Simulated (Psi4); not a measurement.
Complex: CH3F (SMILES CF) (first 5 atoms) with GeH4 (SMILES [GeH4]); geometry from B3LYP-D3(BJ)/def2-TZVP, rigid monomers moved along the line of their centres of mass till F2···Ge6 is 5.82 Å.
(charge 0, multiplicity 1):
```csv
atom,x (Å),y (Å),z (Å)
C,-0.4328,-0.0378,-0.1556
F,0.7652,-0.1711,0.5400
H,-1.0189,0.7562,0.3078
H,-0.2067,0.2142,-1.1919
H,-0.9733,-0.9831,-0.1045
Ge,-0.2604,-0.2606,6.2731
H,-0.5611,1.1117,5.6529
H,1.2428,-0.5522,6.2089
H,-1.0424,-1.3458,5.5183
H,-0.7174,-0.2524,7.7427
```

These are Psi4 with SAPT0/aug-cc-pVDZ values and carry that method's errors.

**Question.** Which attractive term is largest, and how does the interaction split up?

**Answer.** electrostatics -0.05, exchange 0.00, induction -0.01, dispersion -0.06, total -0.11 kcal/mol; the largest attraction is dispersion.
